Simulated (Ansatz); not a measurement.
Ansatz (an electronic-structure program) input (B3LYP-D3(BJ)/def2-TZVP):

Ansatz 0.2 input:
```yaml
crystal:
  periodic: [false, false, false]
  atoms:
    - {symbol: Ir, position_ang: [0.01370942, 0.00543781, -0.17668675]}
    - {symbol: O, position_ang: [1.82244630, -0.33982655, -0.13437047]}
    - {symbol: H, position_ang: [2.13935647, -0.58420190, 0.74942438]}
    - {symbol: O, position_ang: [-0.58080543, 1.70762260, 0.19584630]}
    - {symbol: H, position_ang: [-0.65619681, 2.23439858, -0.61769156]}
    - {symbol: O, position_ang: [-1.22056550, -1.32498559, -0.48912510]}
    - {symbol: H, position_ang: [-1.51495837, -1.76611230, 0.32291165]}
basis:
  gaussian:
    orbitals: def2-TZVP
hamiltonian:
  xc: b3lyp
  dispersion: d3bj
relax: {f_tol: 0.002, max_steps: 150}
```

Output:

```
Functional definition: B3LYP
integrals: 0.06 GiB planned
977 factors; their error is unknown
mean field: 0.58 GiB planned
mean field evaluation 1: about -9021.7081 eV, gradient 8.7e1 eV
mean field evaluation 2: about -8976.3200 eV, gradient 1.8e2 eV
mean field evaluation 4: about -9033.2352 eV, gradient 8.2e0 eV
mean field evaluation 8: about -9033.3698 eV, gradient 6.7e-2 eV
mean field evaluation 16: about -9033.3899 eV, gradient 2.2e-4 eV
mean field -9033.38993549 eV, -331.9709570775 hartree, gradient 6.6e-5 eV, S^2 0.000000; 0 other end points of the search recorded, 0 dependent functions left out
the calculation of the forces begins
reference -9033.39017893 eV, -331.9709660239 hartree; 22, 22 occupied and 129, 129 virtual orbitals, 977 factors
relax step   1: F+E_penalty+E_count = -9033.58817117 eV  Δ(F+E_penalty+E_count) = +0.000e0 eV  max|allowed force component| = 4.194e-1 eV/Å  Δτ_max = 0.0000 Å  (33 SCF iters, accepted)
these checks for a lower state are left out or cut short: starts, cluster_reference, orbital_swaps, neighbouring_geometries, increment
integrals: 0.06 GiB planned
977 factors; their error is unknown
mean field: 0.58 GiB planned
mean field -9033.36652074 eV, -331.9700966015 hartree, gradient 1.0e-5 eV, S^2 0.000000; 0 other end points of the search recorded, 0 dependent functions left out
the calculation of the forces begins
reference -9033.36676314 eV, -331.9701055093 hartree; 22, 22 occupied and 129, 129 virtual orbitals, 977 factors
relax step   2: F+E_penalty+E_count = -9033.56470831 eV  Δ(F+E_penalty+E_count) = +2.346e-2 eV  max|allowed force component| = 6.138e-1 eV/Å  Δτ_max = 0.1293 Å  (44 SCF iters, rejected (line search))
these checks for a lower state are left out or cut short: starts, cluster_reference, orbital_swaps, neighbouring_geometries, increment
integrals: 0.06 GiB planned
977 factors; their error is unknown
mean field: 0.58 GiB planned
mean field evaluation 32: about -9033.4000 eV, gradient 5.9e-3 eV
mean field -9033.39999851 eV, -331.9713268869 hartree, gradient 1.0e-5 eV, S^2 0.000000; 0 other end points of the search recorded, 0 dependent functions left out
the calculation of the forces begins
reference -9033.40024190 eV, -331.9713358311 hartree; 22, 22 occupied and 129, 129 virtual orbitals, 977 factors
relax step   3: F+E_penalty+E_count = -9033.59820660 eV  Δ(F+E_penalty+E_count) = -1.004e-2 eV  max|allowed force component| = 2.698e-1 eV/Å  Δτ_max = 0.0131 Å  (40 SCF iters, accepted)
these checks for a lower state are left out or cut short: starts, cluster_reference, orbital_swaps, neighbouring_geometries, increment
integrals: 0.06 GiB planned
977 factors; their error is unknown
mean field: 0.58 GiB planned
mean field -9033.41083411 eV, -331.9717250879 hartree, gradient 1.4e-5 eV, S^2 0.000000; 0 other end points of the search recorded, 0 dependent functions left out
the calculation of the forces begins
reference -9033.41107724 eV, -331.9717340224 hartree; 22, 22 occupied and 129, 129 virtual orbitals, 977 factors
relax step   4: F+E_penalty+E_count = -9033.60925600 eV  Δ(F+E_penalty+E_count) = -1.105e-2 eV  max|allowed force component| = 1.055e-1 eV/Å  Δτ_max = 0.0204 Å  (39 SCF iters, accepted)
these checks for a lower state are left out or cut short: starts, cluster_reference, orbital_swaps, neighbouring_geometries, increment
integrals: 0.06 GiB planned
977 factors; their error is unknown
mean field: 0.58 GiB planned
mean field -9033.41235032 eV, -331.9717808073 hartree, gradient 1.3e-5 eV, S^2 0.000000; 0 other end points of the search recorded, 0 dependent functions left out
the calculation of the forces begins
reference -9033.41259335 eV, -331.9717897386 hartree; 22, 22 occupied and 129, 129 virtual orbitals, 977 factors
relax step   5: F+E_penalty+E_count = -9033.61096405 eV  Δ(F+E_penalty+E_count) = -1.708e-3 eV  max|allowed force component| = 5.299e-2 eV/Å  Δτ_max = 0.0125 Å  (40 SCF iters, accepted)
these checks for a lower state are left out or cut short: starts, cluster_reference, orbital_swaps, neighbouring_geometries, increment
integrals: 0.06 GiB planned
977 factors; their error is unknown
mean field: 0.58 GiB planned
mean field -9033.41220417 eV, -331.9717754365 hartree, gradient 1.1e-5 eV, S^2 0.000000; 0 other end points of the search recorded, 0 dependent functions left out
the calculation of the forces begins
reference -9033.41244717 eV, -331.9717843666 hartree; 22, 22 occupied and 129, 129 virtual orbitals, 977 factors
relax step   6: F+E_penalty+E_count = -9033.61086744 eV  Δ(F+E_penalty+E_count) = +9.661e-5 eV  max|allowed force component| = 6.408e-2 eV/Å  Δτ_max = 0.0111 Å  (40 SCF iters, rejected (line search))
these checks for a lower state are left out or cut short: starts, cluster_reference, orbital_swaps, neighbouring_geometries, increment
integrals: 0.06 GiB planned
977 factors; their error is unknown
mean field: 0.58 GiB planned
mean field -9033.41246287 eV, -331.9717849435 hartree, gradient 1.0e-5 eV, S^2 0.000000; 0 other end points of the search recorded, 0 dependent functions left out
the calculation of the forces begins
reference -9033.41270591 eV, -331.9717938751 hartree; 22, 22 occupied and 129, 129 virtual orbitals, 977 factors
relax step   7: F+E_penalty+E_count = -9033.61111648 eV  Δ(F+E_penalty+E_count) = -1.524e-4 eV  max|allowed force component| = 1.628e-2 eV/Å  Δτ_max = 0.0056 Å  (41 SCF iters, accepted)
these checks for a lower state are left out or cut short: starts, cluster_reference, orbital_swaps, neighbouring_geometries, increment
integrals: 0.06 GiB planned
977 factors; their error is unknown
mean field: 0.58 GiB planned
mean field evaluation 64: about -9033.3928 eV, gradient 1.9e-3 eV
mean field -9033.41239462 eV, -331.9717824354 hartree, gradient 1.1e-5 eV, S^2 0.000000; 0 other end points of the search recorded, 0 dependent functions left out
the calculation of the forces begins
reference -9033.41263764 eV, -331.9717913661 hartree; 22, 22 occupied and 129, 129 virtual orbitals, 977 factors
relax step   8: F+E_penalty+E_count = -9033.61106786 eV  Δ(F+E_penalty+E_count) = +4.862e-5 eV  max|allowed force component| = 1.481e-2 eV/Å  Δτ_max = 0.0066 Å  (40 SCF iters, rejected (line search))
these checks for a lower state are left out or cut short: starts, cluster_reference, orbital_swaps, neighbouring_geometries, increment
integrals: 0.06 GiB planned
977 factors; their error is unknown
mean field: 0.58 GiB planned
mean field -9033.41248535 eV, -331.9717857697 hartree, gradient 9.9e-6 eV, S^2 0.000000; 0 other end points of the search recorded, 0 dependent functions left out
the calculation of the forces begins
reference -9033.41272838 eV, -331.9717947008 hartree; 22, 22 occupied and 129, 129 virtual orbitals, 977 factors
relax step   9: F+E_penalty+E_count = -9033.61115673 eV  Δ(F+E_penalty+E_count) = -4.025e-5 eV  max|allowed force component| = 1.826e-3 eV/Å  Δτ_max = 0.0032 Å  (40 SCF iters, accepted)
integrals: 0.06 GiB planned
977 factors; their error is unknown
mean field: 0.58 GiB planned
mean field evaluation 96: about -9033.4125 eV, gradient 6.5e-3 eV
mean field -9033.41248535 eV, -331.9717857697 hartree, gradient 9.9e-6 eV, S^2 0.000000; 1 other end points of the search recorded, 0 dependent functions left out
the calculation of the forces begins
reference -9033.41272838 eV, -331.9717947008 hartree; 22, 22 occupied and 129, 129 virtual orbitals, 977 factors
Total energy: -9033.61139976 eV, -331.9790957394 hartree
Atom 0 at     0.010510     0.004298    -0.152174 Å, force     0.001124    -0.000579     0.000655 eV/Å
Atom 1 at     1.822467    -0.353499    -0.154724 Å, force     0.000837     0.001622    -0.001733 eV/Å
Atom 2 at     2.112438    -0.567083     0.749110 Å, force    -0.000154    -0.001480     0.001104 eV/Å
Atom 3 at    -0.584814     1.715407     0.213657 Å, force    -0.000284    -0.000770    -0.000225 eV/Å
Atom 4 at    -0.645304     2.207525    -0.624200 Å, force    -0.001053    -0.000303    -0.000097 eV/Å
Atom 5 at    -1.210334    -1.335157    -0.508522 Å, force     0.001356     0.000503    -0.000122 eV/Å
Atom 6 at    -1.501977    -1.739159     0.327162 Å, force    -0.001826     0.001007     0.000418 eV/Å
Dipole moment:    -0.017755    -0.037835     0.264016 e Å
```
